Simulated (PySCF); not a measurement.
**TDDFT excited states: ClH9Si4**

ClH9Si4.
SMILES: `[SiH3][SiH]([SiH3])[SiH2]Cl`

Method: PySCF 2.14.0, density-fitted response routines, TDDFT CAM-B3LYP/def2-SVPD, vertical, gas phase, core orbitals frozen in the response. One conformer (not necessarily the lowest) at the PBE0-D3(BJ)/def2-SVP geometry, without solvent, vibrations or thermal averaging. Torsions of this conformer, `[SiH3:1][SiH:2]([SiH3:3])[SiH2:4][Cl:5]`: Si1–Si2–Si4–Cl5 -34°.

```csv
state,E (eV),ν̃ (cm⁻¹),f,|μ| (D),"main configurations (H = HOMO, L = LUMO)"
S1,6.01,48440,0.032,1.18,H→L (90%)
S2,6.55,52870,0.020,0.89,"H-1→L (76%), H→L+2 (13%)"
S3,6.68,53910,0.044,1.31,"H→L+1 (65%), H-1→L (9%)"
S4,6.78,54690,0.011,0.64,"H-1→L+2 (60%), H-1→L+1 (22%)"
S5,6.99,56350,0.042,1.26,"H-2→L (53%), H-1→L+1 (21%), H-1→L+2 (9%)"
S6,7.04,56790,0.083,1.77,"H-2→L (31%), H-1→L+1 (24%), H-3→L (14%)"
```

The lowest singlet comes at 206 nm (579 kJ/mol) in the ultraviolet; it is of moderate strength; its leading configuration is HOMO→LUMO (90%). The strongest level in the table is S6 at 7.04 eV (176 nm, f = 0.083). It is the last of those listed, so stronger ones may follow. Löwdin shares by element: HOMO silicon 59% or more, chlorine 20% (atoms not listed hold the other 21%); LUMO silicon 54% or more, chlorine 17% (atoms not listed hold the other 29%). The oscillator strengths of these states sum to 0.231; summed over the whole spectrum of an exact calculation they would give the number of electrons, 82 (Thomas–Reiche–Kuhn). The listed states span 1.04 eV, and the widest gap between neighbours is 0.55 eV (S1 to S2). Weighted by f, the mean energy of these states is 6.77 eV. No computed singlet lies in the visible range (380 to 750 nm); the lowest, at 206 nm, stands 2.74 eV above its violet end (3.26 eV). Only the lowest 6 singlets were computed, as vertical energies without vibronic structure.

On one thread of an Intel Xeon at 2.50 GHz, shared host with 64 logical CPUs at a one-minute load of 61, this took 70 s and 0.96 GiB of memory at its peak.
